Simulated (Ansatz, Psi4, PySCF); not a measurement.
F5Si (SMILES F[Si-](F)(F)(F)F), charge -1, singlet, geometry from GFN2-xTB. Base run: MP2/def2-SVP (PySCF).

The PySCF input:
```python
from pyscf import gto, scf, mp

mol = gto.Mole()
mol.atom = '''
    F    -0.997466   -1.120591   -0.700975
    Si    0.012747   -0.036997    0.017940
    F     1.180667   -0.530930   -1.032554
    F    -0.958229   -0.114684    1.345612
    F    -0.464702    1.348779   -0.654022
    F     1.219903    0.474977    1.014033
'''
mol.basis = 'def2-svp'
mol.charge = -1
mol.spin = 0
mol.verbose = 4
mol.build()

mf = scf.RHF(mol)
mf.kernel()

pt = mp.MP2(mf)
pt.kernel()
print('E(MP2) = %.10f' % pt.e_tot)
```

The same geometry, method and basis name were run in Ansatz (a first-principles code) and Psi4 and PySCF, at each program's defaults and at the settings that a row names. The base is PySCF at its defaults. Differences at the defaults can come from grids, fitting, cores and function types together.

| code and settings | ΔE vs base (mEh) | basis functions | E (Eh) | SCF cycles |
|---|---|---|---|---|
| PySCF, defaults (exact integrals, spherical functions, all electrons correlated) | 0.000 | 88 | -787.01779 | 8 |
| Psi4, defaults (density fitting with its default set, spherical functions, all electrons correlated) | 0.533 | 88 | -787.01726 | 10 |
| Ansatz, defaults (factorised integrals, spherical functions, frozen core) | 21.932 | 88 | -786.99586 | - |
| PySCF, frozen core | 21.913 | 88 | -786.99588 | 8 |
| Psi4, exact integrals, spherical functions, frozen core | 21.913 | 88 | -786.99588 | 10 |
| Ansatz, high accuracy, frozen core | 21.913 | 88 | -786.99588 | - |
